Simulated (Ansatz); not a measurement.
C2H6GeSe, SMILES `C=C[Se][GeH3]`, relaxed with RKS PBE0-D4/def2-TZVP in the Gaussian-basis code of Ansatz from a PBE-D4/def2-SVP geometry. The force threshold is 0.005 eV/Å; the program also tests the step.

Charge 0, multiplicity 1.

Start:

```xyz
10

C    -1.879    0.033   -1.407
C    -1.021    0.235   -0.392
Se   -0.342   -1.187    0.703
Ge    1.784   -0.215    1.133
H    -2.307    0.892   -1.948
H    -2.192   -0.976   -1.725
H    -0.718    1.253   -0.088
H     1.570    1.272    1.525
H     2.398   -1.012    2.310
H     2.708   -0.295   -0.111
```

Problem. How much energy does the relaxation release, and in how many steps? (An estimate is asked.)

Solution. Ansatz gave: 4.16 kJ/mol, in 11 steps.

Problem. Which bonds change most? (An estimate is asked.)

Solution. Computed: Se3–Ge4 from 2.377 to 2.353 Å; C1–C2 from 1.345 to 1.325 Å; C2–H7 from 1.104 to 1.085 Å; C1–H6 from 1.102 to 1.084 Å.

Problem. Give the relaxed structure. (An estimate is asked.)

Solution. Computed: 
```xyz
10

C    -1.815    0.029   -1.399
C    -1.044    0.255   -0.346
Se   -0.384   -1.140    0.771
Ge    1.754   -0.217    1.109
H    -2.233    0.858   -1.960
H    -2.060   -0.973   -1.732
H    -0.805    1.263   -0.024
H     1.588    1.260    1.502
H     2.396   -1.018    2.248
H     2.603   -0.319   -0.168
```
